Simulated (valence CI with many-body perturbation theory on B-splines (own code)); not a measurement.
# Co²²⁺: key properties

Method: relativistic CI+MBPT: three valence electrons over a frozen Dirac-Fock core [He], radial functions for each j: 11 s, 11 p, 9 d, 7 f, 5 g, 2 h, 1 i, with the one-electron correlation potential Σ1, the two-electron term Σ2, the three-electron term Σ3, Breit, model QED; selected CI, second order for the rest (own B-spline code, finite nucleus).

No measured spectrum was set against this ion. As an estimate, levels of excited configurations hold to 0.05 to 0.15 % of their energy, terms of the ground configuration to about 0.5 %.

Names give the largest LS component (configuration and term), which can be under half, so a name can repeat, a term be missing and a line seem to break the LS rules; names also repeat where a configuration has a term twice.

Rates and lifetimes use the calculated energies. Strong lines usually hold to 10 to 20 %, long lifetimes can be off by a factor of two.

(1) What is the ground level?

(2) How well does LS coupling describe the low levels?

(3) Where does the other parity begin?

(4) Among levels below 1275.9 eV, which E1 lines absorb most strongly from the ground level?

(5) How is the term ²P° of the ground level split?

Answers

(1) 2s²2p ²P°_1/2, composition 98 % 2s²2p ²P° + 2 % 2p³ ²P°, g = 0.660.

(2) Among the lowest 20 levels the leading LS term, summed over configurations, holds 92 % on average. For single configurations the figures are 90 % in LS and 82 % in jj coupling. Terms mix most in the J = 1/2 level at 130.4 eV, where the leading one holds 62 %.

(3) At 2s2p² ⁴P_1/2, 53.4 eV.

(4) to 2s²3d ²D_3/2 at 1.081 nm, f = 0.674; to 2s2p3p ²D_3/2 at 1.050 nm, f = 0.209; to 2s2p3p ²P_1/2 at 1.055 nm, f = 0.133.

(5) J = 1/2 at 0.0, J = 3/2 at 17.3 eV.
